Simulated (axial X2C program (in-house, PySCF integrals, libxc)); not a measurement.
# Which molecule gave these maps?

PBE0 fields computed with an in-house all-electron X2C program for linear molecules (integrals from PySCF), 2c, near the equilibrium distance, one atom at z = 0.

The maps cover the half plane through the axis: z from -2.4 to 5.4 Å along the bond, ρ from 0.15 to 2.25 Å away from it.

log10 of the density in e/bohr³:

```
 ρ\z  -2.4  -1.8  -1.2  -0.6   0.0   0.6   1.2   1.8   2.4   3.0   3.6   4.2   4.8   5.4
0.15  -3.1  -2.3  -1.4  -0.1   1.8  -0.1  -1.3  -1.9  -1.6   0.3   0.2  -1.7  -3.5  -5.0
0.45  -3.2  -2.3  -1.5  -0.5   0.4  -0.5  -1.4  -2.0  -1.9  -0.4  -0.4  -2.0  -3.7  -5.1
0.75  -3.3  -2.5  -1.7  -1.0  -0.5  -1.0  -1.6  -2.1  -2.2  -1.3  -1.3  -2.5  -4.0  -5.2
1.05  -3.5  -2.6  -1.9  -1.4  -1.2  -1.4  -1.8  -2.3  -2.6  -2.2  -2.3  -3.1  -4.4  -5.4
1.35  -3.6  -2.9  -2.2  -1.7  -1.6  -1.7  -2.1  -2.5  -2.9  -3.0  -3.1  -3.8  -4.8  -5.5
1.65  -3.9  -3.1  -2.5  -2.1  -2.0  -2.1  -2.4  -2.8  -3.2  -3.5  -3.8  -4.4  -5.1  -5.7
1.95  -4.1  -3.4  -2.9  -2.5  -2.4  -2.4  -2.7  -3.1  -3.5  -3.8  -4.2  -4.8  -5.4  -6.0
2.25  -4.4  -3.8  -3.3  -2.9  -2.8  -2.8  -3.1  -3.4  -3.8  -4.1  -4.5  -5.1  -5.7  -6.2
```

Electron localisation function (collinear form, no current term, damped to 0 at low density):

```
 ρ\z  -2.4  -1.8  -1.2  -0.6   0.0   0.6   1.2   1.8   2.4   3.0   3.6   4.2   4.8   5.4
0.15  0.19  0.66  0.59  0.56  0.76  0.56  0.61  0.61  0.12  0.85  0.85  0.34  0.01  0.00
0.45  0.16  0.64  0.66  0.34  0.77  0.33  0.68  0.65  0.05  0.82  0.81  0.21  0.00  0.00
0.75  0.12  0.60  0.74  0.32  0.33  0.30  0.76  0.67  0.02  0.47  0.50  0.07  0.00  0.00
1.05  0.07  0.52  0.77  0.63  0.42  0.60  0.78  0.67  0.03  0.06  0.11  0.01  0.00  0.00
1.35  0.03  0.40  0.73  0.79  0.74  0.77  0.75  0.61  0.06  0.01  0.01  0.00  0.00  0.00
1.65  0.01  0.24  0.62  0.77  0.79  0.76  0.66  0.47  0.10  0.01  0.00  0.00  0.00  0.00
1.95  0.00  0.09  0.43  0.65  0.70  0.65  0.50  0.28  0.08  0.01  0.00  0.00  0.00  0.00
2.25  0.00  0.02  0.19  0.43  0.51  0.45  0.28  0.11  0.02  0.00  0.00  0.00  0.00  0.00
```

Axial spin density in 10⁻³ e/bohr³:

```
 ρ\z  -2.4  -1.8  -1.2  -0.6   0.0   0.6   1.2  1.8  2.4  3.0   3.6  4.2  4.8  5.4
0.15   0.5   3.8  17.9   2.9  64.2  -1.0  18.9  8.4  2.3  4.0  -0.2  0.1  0.0  0.0
0.45   0.5   3.3  15.8  16.4   6.1  10.4  17.4  7.3  2.3  0.1   0.0  0.1  0.0  0.0
0.75   0.4   2.5  11.9  25.0  14.9  21.2  14.1  5.7  2.0  0.3   0.1  0.1  0.0  0.0
1.05   0.3   1.7   7.7  19.7  23.9  18.9   9.8  3.9  1.5  0.4   0.1  0.1  0.0  0.0
1.35   0.2   1.1   4.3  11.2  15.3  11.7   5.9  2.4  1.0  0.3   0.1  0.0  0.0  0.0
1.65   0.1   0.6   2.2   5.5   7.6   6.0   3.2  1.4  0.6  0.2   0.1  0.0  0.0  0.0
1.95   0.1   0.3   1.1   2.4   3.4   2.8   1.6  0.7  0.3  0.1   0.1  0.0  0.0  0.0
2.25   0.0   0.1   0.5   1.0   1.4   1.2   0.7  0.3  0.2  0.1   0.0  0.0  0.0  0.0
```

Problem. Which molecule is it?
A. NaSb⁺
B. SrPd
C. InCl⁺
D. NaTc

Solution. A. NaSb⁺, with Sb at z = 0 and Na at z = 3.291 Å, state Ω = 3/2 (⟨Sz⟩ = 1.46, ⟨Lz⟩ = 0.04 at PBE0), basis Sb dyall-cv3z [11s12p8d4f1g], Na dyall-cv3z [9s8p5d2f] (cores contracted in-house). Occupations by symmetry block were frozen at the best pattern of an incomplete PBE0 search. Density functionals use the spin component along the axis (collinear). PBE0 can misorder states that lie within some tenths of an eV, so this need not be the ground state of the molecule. The nearest other 2c determinant of the search, Ω = 1/2, lies 0.61 eV up at the distance of the search. With several unpaired electrons one determinant need not be a pure state. This is the top spin component of a Σ state; components of lower Ω are not single determinants and can lie lower.
